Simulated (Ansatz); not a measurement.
Start from `BrC1O[SiH2]1` and change one atom or group to get `[SiH3]C1O[SiH2]1`.

Ansatz, PBE0-D4/def2-TZVP geometries, multiplicity 1. 

Scalar relativity is left out up to krypton.

```tsv
property	`BrC1O[SiH2]1`
HOMO–LUMO gap (B3LYP/def2-TZVPP) / eV	5.81
size of the dipole moment (PBE/def2-TZVPP) / D	2.54
LUMO energy (PBE0/def2-TZVPP) / eV	-1.13
HOMO energy (PBE0/def2-TZVPP) / eV	-7.39
HOMO–LUMO gap (ωB97M-V/def2-TZVPP) / eV	10.23
ideal-gas entropy at 298 K and 1 bar (rigid rotor, harmonic PBE0-D4/def2-TZVP) / J/(mol·K)	308
```

**Question.** Give the same properties after the change, and the shifts. (Best estimate.)

**Answer.** Ansatz gave: 
```tsv
property	`[SiH3]C1O[SiH2]1`	shift
HOMO–LUMO gap (B3LYP/def2-TZVPP) / eV	6.51	0.70
size of the dipole moment (PBE/def2-TZVPP) / D	1.73	-0.81
LUMO energy (PBE0/def2-TZVPP) / eV	-0.72	0.41
HOMO energy (PBE0/def2-TZVPP) / eV	-7.67	-0.28
HOMO–LUMO gap (ωB97M-V/def2-TZVPP) / eV	10.89	0.66
ideal-gas entropy at 298 K and 1 bar (rigid rotor, harmonic PBE0-D4/def2-TZVP) / J/(mol·K)	320	12
```

With PBE0 the HOMO falls by 0.28 eV and the LUMO rises by 0.41 eV, so the gap widens by about 0.69 eV. PBE moves the HOMO by -0.23 eV and ωB97M-V by -0.31 eV. The zero-point energy changes by 63.8 kJ/mol with +9 modes. Dipoles are sizes alone; their direction can turn.

B3LYP here is the variant with VWN-RPA as its local correlation; programs differ in this.

Spin–orbit coupling is left out; it splits and shifts lone-pair levels of the heavy atoms by tenths of an eV.
